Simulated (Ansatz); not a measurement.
```yaml
crystal:
  periodic: [false, false, false]
  atoms:
    - {symbol: Hg, position_ang: [0.179559, -0.708087, -0.808971]}
    - {symbol: Hg, position_ang: [-0.515439, 1.700054, 2.022428]}
    - {symbol: Br, position_ang: [2.259066, 0.007310, -2.062589]}
    - {symbol: Br, position_ang: [-1.729163, -2.354850, -0.565591]}
    - {symbol: Br, position_ang: [1.111971, -0.528813, 2.030129]}
    - {symbol: Br, position_ang: [-1.305994, 1.884386, -0.615396]}
basis:
  gaussian: {orbitals: def2-TZVPD, initial_orbitals: start.molden}
total_charge: -1
magnetization: {spin_polarized: true, initial_magnetization: 1}
hamiltonian: {xc: pbe0, dispersion: d4}
scf: {omitted_lower_state_checks: [starts]}
output: {orbitals: {seedname: orbitals}}
```

The file start.molden holds the orbitals of an earlier run on this structure, at another level or in another basis.

```sh
$ ansatz run in.yaml --threads 4 --pin off --events-out ev --progress --plain --max-ram 4787MiB
```

Question: Does this run fit into the memory that it is given?

Answer: No. It has 320 basis functions, and Ansatz plans for 6 GiB where 5 GiB are given.
